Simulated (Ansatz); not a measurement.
Species: C₄H₁₀N, charge 0, multiplicity 2. It need not be the lowest isomer of its formula. 
Structure (B3LYP-D3(BJ)/def2-TZVP (Ansatz, a quantum-chemistry and plane-wave program) minimum search):
```xyz
15

C     -0.5525     1.4004    -0.5378
C     -0.4043    -0.1193    -0.3246
C     -1.7130    -0.7250     0.1849
C      0.7279    -0.4554     0.5909
N      2.0283    -0.2023     0.1459
H      0.3839     1.8381    -0.8852
H     -0.8238     1.8904     0.4006
H     -1.3315     1.6197    -1.2728
H     -0.1854    -0.5638    -1.3067
H     -1.6374    -1.8094     0.2768
H     -2.5408    -0.4921    -0.4876
H     -1.9627    -0.3211     1.1699
H      0.5829    -0.3478     1.6605
H      2.2060    -0.4704    -0.8129
H      2.7618    -0.5316     0.7557
```
Charge 0, spin multiplicity 2.

Total electronic energies in hartree. Cores are frozen in the correlated levels unless marked. Open shells are spin-unrestricted. Spin-orbit coupling is left out. Non-relativistic unless marked X2C. Basis-set limits of correlation are two-point, X^-3; Hartree-Fock from the larger set.

| level | program | energy (Eh) |
|---|---|---|
| HF/6-31G | Ansatz | -211.61211 |
| HF/cc-pVQZ | Ansatz | -211.79290 |
| SVWN5/def2-TZVPD | Ansatz | ___ |
| PBE0/6-31G* | Ansatz | -212.87997 |
| BHLYP/def2-TZVPD | Ansatz | -213.09084 |
| CAM-B3LYP/def2-TZVPD | Ansatz | -213.10820 |
| LC-wPBE-D3(BJ)/def2-TZVPD | Ansatz + dftd3 | -213.10973 |
| LC-wPBE-D4/def2-TZVPD | Ansatz + dftd4 | -213.11090 |
| LC-wPBE/def2-TZVPD | Ansatz | -213.09998 |
| B2GP-PLYP/def2-TZVPD | Ansatz | -212.97655 |
| RPA@PBE/cc-pVQZ | Ansatz | ___ |
| MP2/6-31G | Ansatz | -212.06930 |
| MP2/cc-pVDZ | Ansatz | -212.44314 |
| X2C-CCSD(T)/cc-pVTZ-DK | Ansatz | -212.85082 |
| CCSD(T)/CBS(cc-pVTZ,cc-pVQZ) | Ansatz | -212.8649 |

**Question.** Fill in the missing entries.

**Answer.** 
- SVWN5/def2-TZVPD, energy (Eh): -211.27437
- RPA@PBE/cc-pVQZ, energy (Eh): -213.35254
